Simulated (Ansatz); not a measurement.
`C[O][Ge]([C](F)(F)F)([C](F)(F)F)[C](F)(F)F`, relaxed with RKS PBE0-D4/def2-TZVP in the Gaussian-basis code of Ansatz from a PBE-D4/def2-SVP geometry. The force threshold is 0.005 eV/Å; the program also tests the step.

Charge 0, multiplicity 1.

Start:

```xyz
18

C     1.188    0.937   -2.004
O     1.088    1.054   -0.585
Ge   -0.023    0.030    0.353
C     0.559   -1.900    0.317
F     1.665   -2.081    1.070
F    -0.413   -2.712    0.792
F     0.847   -2.293   -0.949
C    -1.897    0.167   -0.378
F    -1.999   -0.532   -1.539
F    -2.219    1.453   -0.641
F    -2.808   -0.328    0.489
C     0.072    0.740    2.225
F    -0.559    1.931    2.323
F     1.346    0.901    2.632
F    -0.535   -0.128    3.071
H     1.556   -0.065   -2.316
H     0.217    1.128   -2.513
H     1.915    1.700   -2.347
```

Q: By how much does the energy fall, and how many steps does the optimiser take? (Best estimate.)

A: The calculation gave: 8.74 kJ/mol, in 10 steps.

Q: Which bonds change most? (Estimate.)

A: Ansatz gave: O2–Ge3 from 1.779 to 1.748 Å; C1–H17 from 1.113 to 1.094 Å; C1–H16 from 1.112 to 1.094 Å; C1–H18 from 1.108 to 1.090 Å.

Q: Give the relaxed structure. (Estimate.)

A: Ansatz gave: 
```xyz
18

C     1.164    0.961   -1.997
O     1.113    1.014   -0.579
Ge    0.005    0.025    0.344
C     0.561   -1.912    0.324
F     1.651   -2.116    1.070
F    -0.409   -2.703    0.796
F     0.843   -2.315   -0.923
C    -1.867    0.148   -0.396
F    -1.993   -0.590   -1.508
F    -2.178    1.409   -0.713
F    -2.774   -0.288    0.484
C     0.070    0.743    2.216
F    -0.549    1.925    2.302
F     1.325    0.907    2.635
F    -0.538   -0.098    3.062
H     1.453   -0.031   -2.356
H     0.206    1.239   -2.447
H     1.918    1.681   -2.315
```
